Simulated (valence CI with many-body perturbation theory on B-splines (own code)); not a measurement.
# Ta LXVIII: calculated level list

Level of theory: relativistic CI+MBPT: four valence electrons over a frozen Dirac-Fock core [He], a basis of 11 s, 11 p, 10 d, 8 f, 5 g, 2 h functions for each j, with the one-electron correlation potential Σ1 (screened to all orders), the two-electron term Σ2, the three-electron term Σ3, Breit, model QED; selected single and double excitations, second order for the rest, scaled by the run's own slope (own B-spline code, finite nucleus).

No measured spectrum was set against this ion. As an estimate, large intervals hold to a few tenths of a per cent, small ones and those within an open d or f shell to about a per cent. Among the levels kept, up to 1300 cm⁻¹ of a level comes from second order outside the variational space, and about a tenth of that is noise between levels of different J, which matters for small intervals.

Levels 181 to 219 of 219, with energies above the lowest level, (2s^2 2p1/2^2) J=0. "Leading %" is the weight of the configuration and term that name the level; weights of strongly mixed levels are sums over their largest components and can fall short. In the jj column 3d3/2^4 stands for four electrons in 3d with j = 3/2. Lifetimes count E1, E2, E3, M1 and M2 decay at the calculated energies, and are blank where another channel may lead or the interval is too uncertain; long ones can be off by a factor of two.

| No. | Configuration | Term | J | E (eV) | Leading % | g | Lifetime | Leading jj |
| --- | --- | --- | --- | --- | --- | --- | --- | --- |
| 181 | 2s2p²3d | ³D | 2 | 13726 | 35 | 1.069 | 642 as | 2s 2p3/2^2 3d3/2 (91 %) |
| 182 | 2s2p²3d | ³D | 1 | 13731 | 72 | 0.774 | 634 as | 2s 2p3/2^2 3d3/2 (93 %) |
| 183 | 2s2p²3d | ³P | 1 | 13736 | 40 | 1.256 | 882 as | 2s 2p3/2^2 3d5/2 (78 %) |
| 184 | 2s2p²3d | ³D | 3 | 13738 | 43 | 1.195 | 707 as | 2s 2p3/2^2 3d5/2 (74 %) |
| 185 | 2s2p²3d | ³P | 0 | 13748 | 66 |  | 520 as | 2s 2p3/2^2 3d3/2 (60 %) |
| 186 | 2s2p²3d | ³D | 2 | 13749 | 40 | 1.238 | 458 as | 2s 2p3/2^2 3d5/2 (81 %) |
| 187 | 2s²2p4p | ³P | 1 | 13781 | 49 | 1.511 | 15.5 fs | 2s^2 2p1/2 4p3/2 (98 %) |
| 188 | 2s²2p4p | ³D | 2 | 13784 | 50 | 1.149 | 15.9 fs | 2s^2 2p1/2 4p3/2 (100 %) |
| 189 | 2s2p²3d | ³F | 4 | 13809 | 62 | 1.175 | 29.0 fs | 2s 2p3/2^2 3d5/2 (96 %) |
| 190 | 2s²2p4d | ³F° | 2 | 13809 | 75 | 0.747 | 4.43 fs | 2s^2 2p1/2 4d3/2 (100 %) |
| 191 | 2s2p²3d | ³D | 3 | 13812 | 73 | 1.267 | 26.4 fs | 2s 2p3/2^2 3d5/2 (98 %) |
| 192 | 2s²2p4d | ³D° | 1 | 13818 | 50 | 0.836 | 1.08 fs | 2s^2 2p1/2 4d3/2 (99 %) |
| 193 | 2s2p²3d | ³D | 3 | 13818 | 47 | 1.243 | 596 as | 2s 2p3/2^2 3d5/2 (98 %) |
| 194 | 2s2p²3d | ¹D | 2 | 13828 | 48 | 1.066 | 3.28 fs | 2s 2p3/2^2 3d5/2 (97 %) |
| 195 | 2s2p²3d | ³P | 1 | 13831 | 35 | 1.164 | 602 as | 2s 2p3/2^2 3d5/2 (97 %) |
| 196 | 2s2p²3d | ³P | 2 | 13844 | 20 | 1.212 | 479 as | 2s 2p3/2^2 3d5/2 (73 %) |
| 197 | 2s2p²4s | ⁵P | 1 | 13845 | 41 | 2.003 | 6.92 fs | 2s 2p1/2^2 4s (98 %) |
| 198 | 2p³3p | ⁵P | 3 | 13848 | 54 | 1.378 | 2.49 fs | 2p1/2 2p3/2^2 3p3/2 (98 %) |
| 199 | 2p³3p | ³P | 0 | 13851 | 99 |  | 2.32 fs | 2p1/2 2p3/2^2 3p3/2 (99 %) |
| 200 | 2p³3p | ³P | 2 | 13853 | 30 | 1.343 | 1.01 fs | 2p1/2 2p3/2^2 3p3/2 (74 %) |
| 201 | 2s2p²4s | ³P | 0 | 13855 | 68 |  | 6.62 fs | 2s 2p1/2^2 4s (100 %) |
| 202 | 2s²2p4d | ³P° | 2 | 13859 | 48 | 1.288 | 1.57 fs | 2s^2 2p1/2 4d5/2 (100 %) |
| 203 | 2s²2p4d | ³F° | 3 | 13860 | 45 | 1.097 | 1.57 fs | 2s^2 2p1/2 4d5/2 (100 %) |
| 204 | 2p³3p | ¹P | 1 | 13866 | 50 | 0.965 | 2.15 fs | 2p1/2 2p3/2^2 3p3/2 (97 %) |
| 205 | 2p³3p | ³D | 3 | 13872 | 68 | 1.199 | 2.51 fs | 2p1/2 2p3/2^2 3p3/2 (98 %) |
| 206 | 2p³3p | ³F | 4 | 13873 | 96 | 1.219 | 2.59 fs | 2p1/2 2p3/2^2 3p3/2 (96 %) |
| 207 | 2s²2p4f | ³G | 3 | 13875 | 73 | 0.810 | 3.19 fs | 2s^2 2p1/2 4f5/2 (100 %) |
| 208 | 2s²2p4f | ³F | 2 | 13876 | 45 | 0.887 | 3.14 fs | 2s^2 2p1/2 4f5/2 (100 %) |
| 209 | 2s2p²4p | ³P° | 0 | 13882 | 52 |  | 10.3 fs | 2s 2p1/2^2 4p1/2 (100 %) |
| 210 | 2s2p²4p | ³P° | 1 | 13883 | 33 | 1.345 | 4.70 fs | 2s 2p1/2^2 4p1/2 (99 %) |
| 211 | 2s²2p4f | ³G | 4 | 13896 | 42 | 1.071 | 3.28 fs | 2s^2 2p1/2 4f7/2 (100 %) |
| 212 | 2s²2p4f | ³D | 3 | 13896 | 54 | 1.200 | 3.25 fs | 2s^2 2p1/2 4f7/2 (100 %) |
| 213 | 2p³3p | ³P | 1 | 13905 | 78 | 1.447 | 2.37 fs | 2p1/2 2p3/2^2 3p3/2 (100 %) |
| 214 | 2p³3p | ¹D | 2 | 13919 | 51 | 1.135 | 2.49 fs | 2p1/2 2p3/2^2 3p3/2 (99 %) |
| 215 | 2p³3d | ⁵D° | 1 | 13930 | 47 | 1.035 | 4.18 fs | 2p1/2 2p3/2^2 3d3/2 (100 %) |
| 216 | 2p³3d | ³F° | 2 | 13932 | 41 | 1.053 | 5.29 fs | 2p1/2 2p3/2^2 3d3/2 (99 %) |
| 217 | 2p³3d | ⁵D° | 0 | 13933 | 55 |  | 2.55 fs | 2p1/2 2p3/2^2 3d3/2 (99 %) |
| 218 | 2p³3d | ³G° | 3 | 13938 | 41 | 1.066 | 2.87 fs | 2p1/2 2p3/2^2 3d3/2 (99 %) |
| 219 | 2p³3p | ³P | 1 | 13940 | 51 | 1.489 | 2.35 fs | 2p1/2 2p3/2^2 3p3/2 (100 %) |
